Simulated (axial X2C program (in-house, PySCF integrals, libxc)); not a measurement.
**Ionising CoH**

All values come from calculations with an in-house all-electron X2C program for linear molecules (integrals from PySCF), spin-free (one-electron X2C) or two-component (2c: spin–orbit coupling with atomic mean-field Coulomb and Gaunt terms, which also bring small scalar terms), in Dyall basis sets with cores contracted in-house; open shells are unrestricted.

Basis sets: Co dyall-cv3z, H dyall-v3z. Frozen shells (counts by l): CoH Co 3s2p, H none, 10 electrons correlated; CoH⁺ Co 3s2p, H none, 9 electrons correlated. Coupled cluster in natural virtuals with an MP2 remainder. Where the outer core of a metal is frozen, bonds come out longer and ionisation energies lower.

```json
{"Hamiltonian": "spin-free", "level": "HF", "CoH state": "M_S = 1, Λ = 2", "Re (Å)": "1.630", "ωe (cm⁻¹)": "1591.3", "De (eV)": "-0.66"}
{"Hamiltonian": "spin-free", "level": "PBE0", "CoH state": "M_S = 1, Λ = 2", "Re (Å)": "1.523", "ωe (cm⁻¹)": "1817.3", "De (eV)": "2.21"}
{"Hamiltonian": "spin-free", "level": "CCSD", "CoH state": "M_S = 1, Λ = 2", "Re (Å)": "1.535", "ωe (cm⁻¹)": "1758.6", "De (eV)": "1.56"}
{"Hamiltonian": "spin-free", "level": "CCSD(T)", "CoH state": "M_S = 1, Λ = 2", "Re (Å)": "1.526", "ωe (cm⁻¹)": "1783.6", "De (eV)": "1.73"}
{"Hamiltonian": "2c", "level": "PBE0", "CoH state": "Ω = 4", "Re (Å)": "1.502", "ωe (cm⁻¹)": "1912.1", "De (eV)": "n/a"}
```

Adiabatic ionisation energy (minimum to minimum, no zero-point term) and constants of CoH⁺:

| Hamiltonian | level | CoH⁺ state | IE (eV) | Re (Å) | ωe (cm⁻¹) | De (eV) | fragments |
| --- | --- | --- | --- | --- | --- | --- | --- |
| spin-free | HF | M_S = 3/2, Λ = 0 | 5.43 | 1.596 | 1726.8 | n/a | Co+ + H |
| spin-free | PBE0 | M_S = 3/2, Λ = 0 | 7.90 | 1.500 | 1961.5 | 2.17 | Co+ + H |
| spin-free | CCSD | M_S = 3/2, Λ = 0 | 7.56 | 1.516 | 1954.6 | 2.03 | Co+ + H |
| spin-free | CCSD(T) | M_S = 3/2, Λ = 0 | 7.75 | 1.513 | 1952.6 | 1.99 | Co+ + H |
| 2c | PBE0 | Ω = 9/2 | 7.97 | 1.514 | 1978.9 | n/a | Co+ + H |

Task: Add the zero-point terms to the ionisation energy at PBE0, 2c, and say whether the electron removed was bonding.

Result: IE0 = IE + (ωe⁺ − ωe)/2 = 7.97 + (0.004) = 7.97 eV. Re changes by 0.012 Å, so the electron was nearly non-bonding.

Each entry is the lowest single determinant of a limited PBE0 search at one distance. De goes to single-determinant-based atoms at the same level (for ions the charge split of lowest energy) and is withheld (n/a) where an atom does not fit its ground term or J level. Main or longest-lived isotopes. One determinant is a doubtful description, or other states lie close, for CoH, CoH⁺; these need not be ground states, and all values refer to the states named. With several unpaired electrons the Ω given is that of one determinant, not necessarily of the lowest component. The functionals have no current term, which raises determinants with orbital currents.
